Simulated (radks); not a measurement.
Task: Radial electron density D(r) = 4 pi r^2 rho(r) of an atom or ion with 20 electrons. Calculated with a radial shooting solver on a logarithmic mesh with Libxc functionals: scalar-relativistic Kohn-Sham, r2SCAN, spin-polarised, spherical densities, finite nucleus; meta-GGA in the generalised Kohn-Sham scheme; Fermi nuclear charge, rms radius of each element as measured or else 0.836 A^(1/3) + 0.57 fm.

```
   r/bohr * D(r) (the largest magnitude, 24.1, reaches the edge; | marks zero)
 0.008543 |       *
  0.01121 |            *
  0.01472 |                  *
  0.01932 |                          *
  0.02556 |                                    *
  0.03355 |                                             *
  0.04404 |                                                   *
  0.05781 |                                                    *
  0.07587 |                                                *
  0.09959 |                                        *
   0.1307 |                                      *
   0.1716 |                                             *
   0.2252 |                                                      *
   0.2956 |                                                     *
    0.388 |                                     *
   0.5093 |                   *
   0.6685 |             *
   0.8775 |                *
    1.152 |                *
    1.512 |         *
        2 |   *
    2.626 | *
    3.446 |*
    4.524 |*
    5.938 *
    7.794 *
    10.23 *
    13.43 *
```

What is the nuclear charge?

Result: Z = 20. The innermost maximum, from 1s, lies near gamma/Z bohr with gamma = sqrt(1 - (Z/c)^2) = 0.989, here 0.0495 bohr (found: 0.0529), and its height grows with Z. The density is that of neutral calcium in [Ar] 4s2; the configuration itself is not fixed sharply by these data, and Z only to about a unit. D(r) has 3 maxima, at r = 0.0529, 0.254, 1.01 bohr, and minima at 0.123, 0.658 bohr, inside which lie 2.15, 10.33 electrons.
